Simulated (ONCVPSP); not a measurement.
**cobalt: ONCV pseudisation with PBE, scalar-relativistic reference atom.**

```json
{"Element": "cobalt (Co)", "Generator": "ONCVPSP 4.0.1", "Type": "optimised norm-conserving Vanderbilt (ONCV)", "Functional": "PBE", "Relativity": "scalar-relativistic", "Frozen core": "[Ne]", "Valence charge": "17", "Reference configuration": "3s2 3p6 3d7 4s1 (charge +1)", "Partial waves": "3s+4s: rc 1.55 bohr, ncon 4, nbas 7, qcut 7.7 1/bohr, 2 projectors; 3p: rc 1.10 bohr, ncon 4, nbas 9, qcut 10 1/bohr, 3 projectors, debl 0.9 Ha; 3d: rc 1.25 bohr, ncon 3, nbas 8, qcut 14.4 1/bohr, 1 projector", "Local potential": "polynomial inside 0.85 bohr (lpopt 3, dvloc0 -1 Ha)", "Core correction": "Teter function, fcfact 5, rcfact 1.05"}
```

In the p channel the program set the typed energies aside and used -2.737, 0.250, 1.150 Ha.

All-electron outer shells of the reference configuration (PBE, scalar-relativistic, ld1.x):

| shell | level (eV) | outermost node (bohr) | outermost maximum (bohr) |
| --- | --- | --- | --- |
| 2p | -778.64 | – | 0.17 |
| 3s | -111.23 | 0.31 | 0.66 |
| 3p | -74.47 | 0.28 | 0.68 |
| 3d | -16.96 | – | 0.66 |
| 4s | -12.76 | 0.96 | 2.21 |

Task: Estimate the cutoffs (Ha) at which the residual kinetic energy of the hardest occupied pseudo-wave falls to 1 and 0.1 mHa per electron.

Result: 70 Ha and 80 Ha.

Task: What does a ghost test show?

Result: No bound ghost flagged; no localised positive-energy state flagged.

Task: Which valence shell sets the plane-wave cutoff?

Result: 3d: 70 Ha for 1 mHa per electron, against 37 Ha for 3p.

Task: Tests: 3s2 3p6 3d7 4s2; 3s2 3p6 3d7 4s0; 3s2 3p6 3d6 4s0; 3s2 3p6 3d7 4s0 4p1. Which has the largest error in its energy relative to the reference configuration, and how large is it?

Result: 3s2 3p6 3d6 4s0, with -6.3 meV (all-electron minus pseudo) on +52.66 eV.
